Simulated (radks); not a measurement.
Problem. All-electron atom: F+ in [He] 2s2 2p4 (the NIST ground configuration). All-electron calculation, non-relativistic Kohn-Sham, Slater X-alpha with alpha = 0.817, spin-polarised, spherical densities, point nucleus; open shells are filled with parallel spins first. Program: a radial shooting solver on a logarithmic mesh with Libxc functionals. Some entries of the table are withheld. Estimate them.

orbital  occ.  eigenvalue (hartree)  <1/r> (bohr^-1)
1s up       1             -25.42069              (1)
1s down     1             -25.32193              (2)
2s up       1              -1.87976            1.547
2s down     1              -1.67207            1.500
2p up       3                   (3)            1.428
2p down     1                   (4)            1.365

Solution. 
(1) 1s up <1/r> (bohr^-1): 8.613
(2) 1s down <1/r> (bohr^-1): 8.635
(3) 2p up eigenvalue (hartree): -1.19240
(4) 2p down eigenvalue (hartree): -0.97974
